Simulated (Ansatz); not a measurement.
A nudged elastic band was laid between two geometries of C$_{4}$H$_{9}$N$_{3}$ (16 atoms, charge 0, multiplicity 1).

Level of theory: RKS B3LYP/def2-SVP in Ansatz 0.2.0.

```json
{
  "movable images": "9",
  "climbing image": "yes",
  "spring": "5.0 eV/Å²",
  "optimiser": "quadratic models (default)",
  "start path": "IDPP",
  "force threshold": "0.05 eV/Å",
  "iteration limit": "60",
  "end points": "relaxed"
}
```

Image 0:

```xyz
16
Properties=species:S:1:pos:R:3
C -1.912 1.178 0.848
C -0.783 0.445 0.987
N -0.215 0.063 2.183
C -0.010 -0.062 -0.201
N -0.687 -0.119 -1.396
N 1.225 -0.367 -0.018
C 2.000 -0.863 -1.127
H -2.462 1.541 1.720
H -2.277 1.478 -0.134
H 0.760 -0.210 2.068
H -0.412 0.648 2.986
H -1.697 -0.178 -1.366
H -0.240 -0.564 -2.187
H 2.194 -0.079 -1.887
H 2.979 -1.222 -0.776
H 1.512 -1.710 -1.658
```

Image 10:

```xyz
16
Properties=species:S:1:pos:R:3
C -1.666 1.465 0.915
C -0.804 0.423 0.979
N -0.576 -0.364 2.087
C 0.011 -0.010 -0.209
N -0.439 0.395 -1.444
N 1.077 -0.689 0.020
C 1.884 -1.131 -1.090
H -2.252 1.770 1.785
H -1.758 2.068 0.013
H 0.304 -0.874 2.012
H -0.756 0.060 2.989
H -1.421 0.620 -1.538
H 0.010 0.023 -2.270
H 1.299 -1.661 -1.873
H 2.402 -0.289 -1.593
H 2.663 -1.826 -0.741
```

**Question.** Which bonds break or form, and what moves?

**Answer.** No bond is made or broken. The dihedral C4–N6–C7–H14 goes from 70 to -51°. The two ends are copies of one structure, up to a mirror image or an exchange of like atoms.

**Question.** What energy profile does the band end with?

**Answer.** The run converged. The highest image is number 5 of 0 to 10, 0.047 eV above the ends, which have the same energy within 2 meV. A vibrational analysis at the climbing image gives one clearly imaginary mode, 137i cm⁻¹: a first-order saddle point.

```json
{"image": "0", "path coordinate (Å)": "0.00", "energy (eV)": "0.000", "dihedral C4–N6–C7–H14 (°)": "70"}
{"image": "1", "path coordinate (Å)": "0.36", "energy (eV)": "0.004", "dihedral C4–N6–C7–H14 (°)": "58"}
{"image": "2", "path coordinate (Å)": "0.72", "energy (eV)": "0.016", "dihedral C4–N6–C7–H14 (°)": "46"}
{"image": "3", "path coordinate (Å)": "1.07", "energy (eV)": "0.030", "dihedral C4–N6–C7–H14 (°)": "34"}
{"image": "4", "path coordinate (Å)": "1.43", "energy (eV)": "0.042", "dihedral C4–N6–C7–H14 (°)": "22"}
{"image": "5", "path coordinate (Å)": "1.79", "energy (eV)": "0.047", "dihedral C4–N6–C7–H14 (°)": "9"}
{"image": "6", "path coordinate (Å)": "2.15", "energy (eV)": "0.042", "dihedral C4–N6–C7–H14 (°)": "-3"}
{"image": "7", "path coordinate (Å)": "2.51", "energy (eV)": "0.030", "dihedral C4–N6–C7–H14 (°)": "-16"}
{"image": "8", "path coordinate (Å)": "2.87", "energy (eV)": "0.016", "dihedral C4–N6–C7–H14 (°)": "-28"}
{"image": "9", "path coordinate (Å)": "3.22", "energy (eV)": "0.005", "dihedral C4–N6–C7–H14 (°)": "-40"}
{"image": "10", "path coordinate (Å)": "3.58", "energy (eV)": "0.000", "dihedral C4–N6–C7–H14 (°)": "-51"}
```

**Question.** What is the geometry of the highest image?

**Answer.** 
```xyz
16
Properties=species:S:1:pos:R:3:forces:R:3
C -1.745 1.367 0.947 0.00 0.00 0.00
C -0.814 0.386 0.979 0.00 0.00 0.01
N -0.493 -0.380 2.080 -0.01 0.00 0.01
C -0.013 0.004 -0.240 0.01 -0.02 -0.01
N -0.545 0.384 -1.452 0.00 0.02 -0.03
N 1.100 -0.602 -0.036 -0.01 0.00 0.02
C 1.959 -1.030 -1.108 0.00 0.00 -0.01
H -2.316 1.635 1.839 0.00 0.00 0.00
H -1.916 1.956 0.047 0.00 0.00 0.00
H 0.418 -0.825 1.976 0.00 0.00 -0.01
H -0.673 0.034 2.987 0.00 0.00 0.00
H -1.545 0.528 -1.495 0.00 0.00 0.02
H -0.124 0.024 -2.298 0.01 -0.01 0.01
H 1.697 -0.672 -2.125 0.00 0.00 -0.01
H 2.993 -0.698 -0.912 0.00 0.00 0.00
H 1.994 -2.135 -1.148 0.00 0.00 0.00
```

**Question.** What are the harmonic wavenumbers there?

**Answer.** 137i, 94, 199, 243, 356, 383, 402, 407, 439, 486, 556, 581, 637, 712, 766, 796, 805, 991, 994, 1111, 1121, 1128, 1190, 1300, 1420, 1424, 1441, 1454, 1487, 1583, 1600, 1697, 1754, 2963, 3040, 3068, 3159, 3260, 3511, 3598, 3656, 3708 cm⁻¹.

Time of the run: 3 min on 2 threads of AMD EPYC 9R14 (Zen 4), on a shared host, peak memory 0.43 GiB.
